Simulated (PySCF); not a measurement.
AsFH4O2Si.

```xyz
9

O     -0.8581    -1.1219     1.5829
Si    -0.8089    -0.2650     0.1790
O     -1.9133     0.9617     0.3117
F     -1.2704    -1.1970    -1.0761
As     1.3728     0.4749    -0.3180
H     -1.7308    -1.2453     1.9795
H     -2.1894     1.4078    -0.4978
H      1.6091     0.8625     1.1414
H      1.9363    -0.9299    -0.1056
```
Charge 0, spin multiplicity 1.

Geometry optimised at B3LYP-D3(BJ)/def2-SVP. This is a generated structure with no PubChem entry under its InChIKey; it may be hypothetical. One conformer was computed; it need not be the lowest.

The numbers are results of PBE/pcSseg-1 (PySCF), not measurements. Non-relativistic, no solvent.

Task: Give the absolute GIAO shielding of each atom: isotropic value and principal components (ppm). (Estimate from the structure and the level; the computed values follow.)

Result: 
```
atom  σ(iso)     σ11     σ22     σ33   span
----  ------  ------  ------  ------  -----
O1     253.5   212.5   233.4   314.7  102.1
Si2    352.3   310.8   360.9   385.2   74.4
O3     246.9   208.7   233.9   298.1   89.3
F4     257.1   197.1   218.9   355.2  158.1
As5   1920.6  1809.8  1936.0  2016.0  206.2
H6      28.6    20.9    22.6    42.4   21.5
H7      29.0    22.2    23.7    41.2   19.0
H8      29.2    22.2    24.4    41.0   18.9
H9      29.1    22.1    24.3    40.8   18.7
```
